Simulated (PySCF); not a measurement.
sulfur hexafluoride (F6S), SMILES FS(F)(F)(F)(F)F. Heavy atoms are numbered as in [F:1][S:2]([F:3])([F:4])([F:5])([F:6])[F:7].

Coordinates come from a PBE-D3(BJ)/def2-SVP optimisation.

The numbers are results of B3LYP/pcSseg-1 in PySCF, not measurements.

GIAO shieldings, no solvent; atoms alike by connectivity are averaged. δ = σ(ref) − σ: ¹⁹F against CFCl3 (σ = 161.7 ppm); ³³S against H2S (σ = 695.8 ppm), references at their B3LYP-D3(BJ)/def2-TZVP geometries, non-relativistic.

Computed chemical shifts:
```csv
nucleus,atoms,count,δ (ppm)
¹⁹F,F1,6,123.9
³³S,S2,1,458.5
```
